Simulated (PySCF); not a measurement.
SMILES C([SiH2]B)C#N at its GFN2-xTB optimised geometry (Å):

```
11

B      0.8784    -0.6637    -3.0666
Si     1.7630     0.5188    -1.7841
C      1.1045     0.1222     0.0000
C     -0.3190     0.1222     0.0000
N     -1.4636     0.1223    -0.0505
H      0.9059    -1.8264    -2.9392
H      0.3045    -0.2493    -3.9965
H      1.5701     1.9733    -1.9212
H      3.2218     0.3479    -1.6311
H      1.4550    -0.8610     0.3170
H      1.4636     0.8610     0.7160
```

Level of theory: PySCF 2.14.0 with B3LYP/def2-TZVP. Cells within 0.4 Å of a nucleus heavier than hydrogen are left out (blank, or x).

Map of the HOMO−1 amplitude (bohr^(-3/2)) on the plane z = 0.0 Å; orbital energy -8.97 eV, overall sign arbitrary:

```
|5555555555555555555555555|
|5555555555555555555555555|
|5555555555555555555555555|
|5555555555555555555555555|
|5555555555555555555555555|
|5555555555555555555555555|
|5555555555555555555555555|
|5555556666665554444555555|
|5555566666666554444455555|
|5555567877776554334455555|
|5555568998887653234455555|
|555556xxx6xxx65xxx4555555|
|555554xxx3xxx56xxx5555555|
|5555432001113567776555555|
|5554443222234556776655555|
|5554443333334556776655555|
|5555444444444556666655555|
|5555444444444555565555555|
|5555554444445555555555555|
|5555555555555555555555555|
|5555555555555555555555555|
|5555555555555555555555555|
|5555555555555555555555555|
|5555555555555555555555555|
|5555555555555555555555555|
```
Scale: ten equal steps from -0.164 (start of '0') to 0.150 (end of '9'), in the order '0123456789'; x runs from -3.50 to 3.50, y from -3.50 (bottom) to 3.50 (top).
